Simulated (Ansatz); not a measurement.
C₂H₉AlGe, SMILES `[CH3][AlH][CH2][GeH3]`. The species carries charge 0 and has multiplicity 1. The structure was optimised at the PBE0-D4/def2-TZVP level. It is one conformer, not always the lowest.

```xyz
13

C    -1.874    1.296   -0.480
Al   -1.195   -0.453    0.057
C     0.495   -0.623    1.013
Ge    2.047   -0.523   -0.175
H    -2.911    1.436   -0.157
H    -1.281    2.126   -0.087
H    -1.880    1.382   -1.572
H    -1.995   -1.774   -0.332
H     0.560   -1.576    1.546
H     0.616    0.185    1.743
H     2.089    0.850   -0.876
H     3.370   -0.719    0.589
H     1.958   -1.606   -1.270
```

Problem. What is the dipole moment at r2SCAN/def2-TZVPP? (Estimate.)

Solution. Computed: 1.00 D, with components (-0.26, 0.55, 0.80) D in this frame, pointing from negative to positive charge.

Problem. And with PBE, B3LYP, ωB97M-V? (Best estimate.)

Solution. The calculation gave: PBE 0.98 D, B3LYP 0.98 D, ωB97M-V 0.97 D.

Problem. Give the Mulliken charges with r2SCAN, B3LYP, ωB97M-V in def2-TZVPP. (An estimate is asked.)

Solution. The calculation gave: 
```tsv
atom	r2SCAN	B3LYP	ωB97M-V
C1	-0.39	-0.45	-0.52
Al2	0.57	0.50	0.53
C3	-0.42	-0.42	-0.55
Ge4	0.10	0.09	0.05
H5	0.07	0.09	0.11
H6	0.06	0.09	0.11
H7	0.07	0.09	0.11
H8	-0.17	-0.15	-0.12
H9	0.09	0.11	0.14
H10	0.09	0.11	0.14
H11	-0.02	-0.02	0.00
H12	-0.03	-0.02	0.00
H13	-0.02	-0.02	0.00
```

B3LYP here is the variant with VWN-RPA as its local correlation; programs differ in this.
